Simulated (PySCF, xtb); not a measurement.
C₅H₅Cl, SMILES C#C/C(C)=C/Cl.

GFN2-xTB (xtb) at its own geometry gives an orbital gap of 3.80 eV and a dipole moment of 1.46 D.

Geometry optimised at PBE-D3(BJ)/def2-SVP. The structure was generated by enumeration; whether it is a known compound was not checked.

### Question
What does PBE/def2-TZVP in PySCF give? (An estimate is asked for; the answer gives what the named calculation found.)

### Answer
gap 3.76 eV (levels -5.79 and -2.02 eV), dipole 0.82 D.
